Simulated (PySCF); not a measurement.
C5H7O2 (charge -1).
Structure used (GFN2-xTB), in Å, numbered top down from 1:
```xyz
14
C5H7O2 angstrom
C     -2.1576   -0.1102   -0.3740
C     -1.3128   -0.0692    0.8943
O     -1.8835   -0.1034    2.0024
C      0.0825    0.0040    0.7403
C      0.8124    0.0445   -0.4509
C      2.3418    0.1182   -0.2420
O      0.3889    0.0288   -1.6212
H     -1.8594   -0.9564   -0.9886
H     -1.9843    0.7903   -0.9590
H     -3.2138   -0.1881   -0.1141
H      0.6521    0.0301    1.6640
H      2.6036    1.0279    0.2977
H      2.8441    0.1208   -1.2087
H      2.6853   -0.7379    0.3377
```

Structure optimised with GFN2-xTB, isolated species.

Take the most abundant isotopes and a rigid rotor. The values belong to one conformer with, in the numbering `[CH3:1][C:2](=[O:3])/[CH:4]=[C:5](/[CH3:6])[O-:7]`, C1–C2–C4–C5 0°.

Problem. Give the principal moments of inertia and the rotational constants in MHz.

Solution. Ia = 94.52, Ib = 288.26, Ic = 376.54 u·Å²; 505379 MHz·u·Å²/I gives A = 5347, B = 1753, C = 1342 MHz.

Problem. Classify the top.

Solution. An asymmetric top; Ray's κ = -0.795.

Problem. What does the inertial defect say?

Solution. Not planar: Δ = Ic − Ia − Ib = -6.24 u·Å². For a rigid frame Δ = −2 Σ m c², so Σ m c² = 3.12 u·Å² lies off the ab plane, practically all of it from hydrogen. The atom farthest from that plane is 0.89 Å away.

Problem. Give the other two planar moments, Paa and Pbb, and the rms extents of the mass along the axes.

Solution. Paa = Σ m a² = (Ib + Ic − Ia)/2 = 285.14 and Pbb = Σ m b² = (Ia + Ic − Ib)/2 = 91.40 u·Å². With the mass M = 99.04 u, the rms extents √(P/M) along a, b and c are 1.70, 0.96, 0.18 Å.

Problem. Where do the levels up to J = 3 lie, in MHz?

Solution. Above 0(0,0):
J = 1: 1(0,1) 3095, 1(1,1) 6689, 1(1,0) 7100
J = 2: 2(0,2) 9253, 2(1,2) 12468, 2(1,1) 13701, 2(2,1) 24481, 2(2,0) 24515
J = 3: 3(0,3) 18407, 3(1,3) 21118, 3(1,2) 23582, 3(2,2) 33767, 3(2,1) 33932, 3(3,1) 52782, 3(3,0) 52783

Whether it is a minimum is left open (no frequencies). Constants of a rigid frame at the computed geometry: no zero-point averaging, no centrifugal distortion.
